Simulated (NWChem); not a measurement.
## Correlation energy of ClGa

```xyz
2

Ga     0.0000     0.0000    -0.7909
Cl     0.0000     0.0000     1.4423
```
Charge 0, spin multiplicity 1.

The numbers come from NWChem runs, not from measurements. The geometry was optimised at B3LYP/def2-SVP, a minimum by its harmonic frequencies.

Basis set: def2-TZVP. Each correlation energy counts from its own Hartree-Fock reference.

```tsv
method	correlation energy (mHa)	difference from CCSD(T)
MP2	-380.7	+33.6
SCS-MP2	-363.0	+51.3
CR-CCSD[T]	-411.7	+2.6
CR-CCSD(T)	-410.5	+3.8
CCSD	-396.6	+17.7
CCSD+T(CCSD)	-415.8	-1.5
CCSD(T)	-414.3	0.0
```

The values span 52.7 mHa, from CCSD+T(CCSD) (lowest) to SCS-MP2 (highest). 

The Hamiltonian is non-relativistic. The correlated methods keep 14 core orbitals frozen. The structure started from a generated list of species. No row is a measurement; the coupled-cluster row has its own basis-set and correlation limits.
